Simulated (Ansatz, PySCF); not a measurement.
Gas-phase reaction (SMILES): CN(C)B(O)O + [H][H] (H2) → OBO [boronic acid] + CNC; hydrogen cleaves one B-N bond, a model of a ligand-exchange step.

Each molecule is optimised on its own at B3LYP-D3(BJ)/def2-TZVP (Ansatz, a quantum-chemistry and plane-wave program), one conformer each, not searched for the lowest. Valence correlation only, unless marked. Spin-orbit coupling is left out. No relativistic terms. Basis-set limits of correlation are two-point, X^-3; Hartree-Fock from the larger set. [CCSD(T)-MP2]/basis is that difference in the basis named. Thermal terms are rigid-rotor harmonic-oscillator values from B3LYP-D3(BJ) frequencies (Ansatz or PySCF) at 298.15 K and 1 atm. 1 Eh = 627.5095 kcal/mol.

```json
[
 {"species": "CN(C)B(O)O", "E, RI-MP2/CBS(aug-cc-pVTZ,aug-cc-pVQZ)+[CCSD(T)-MP2]/aug-cc-pVTZ (Ansatz) (Eh)": "-310.90305", "E, wB97X-V/def2-TZVPD (Ansatz) (Eh)": "-311.24786", "H - E (Eh)": "0.12509"},
 {"species": "[H][H] (H2)", "E, RI-MP2/CBS(aug-cc-pVTZ,aug-cc-pVQZ)+[CCSD(T)-MP2]/aug-cc-pVTZ (Ansatz) (Eh)": "-1.17524", "E, wB97X-V/def2-TZVPD (Ansatz) (Eh)": "-1.17238", "H - E (Eh)": "0.01336"},
 {"species": "OBO", "E, RI-MP2/CBS(aug-cc-pVTZ,aug-cc-pVQZ)+[CCSD(T)-MP2]/aug-cc-pVTZ (Ansatz) (Eh)": "-177.05063", "E, wB97X-V/def2-TZVPD (Ansatz) (Eh)": "-177.22335", "H - E (Eh)": "0.04694"},
 {"species": "CNC", "E, RI-MP2/CBS(aug-cc-pVTZ,aug-cc-pVQZ)+[CCSD(T)-MP2]/aug-cc-pVTZ (Ansatz) (Eh)": "-135.00124", "E, wB97X-V/def2-TZVPD (Ansatz) (Eh)": "-135.17194", "H - E (Eh)": "0.09743"}
]
```

Q: Work out ΔE and ΔH at 298.15 K at the first level, then ΔH at the second.

A: 
1. ΔE = [(-177.05063) + (-135.00124)] - [(-310.90305) + (-1.17524)] = 0.02642 Eh = 16.6 kcal/mol at RI-MP2/CBS(aug-cc-pVTZ,aug-cc-pVQZ)+[CCSD(T)-MP2]/aug-cc-pVTZ.
2. The terms H - E add up to 0.00592 Eh, so ΔH = (0.02642 + (0.00592))×627.5095 = 20.3 kcal/mol.
3. At wB97X-V/def2-TZVPD the same steps give ΔE = 15.7 and ΔH = 19.4 kcal/mol, a shift of -0.9 from the first level.
4. These values are not checked against measurement here, since the tables used lack a sound gas-phase enthalpy of formation for at least one species.
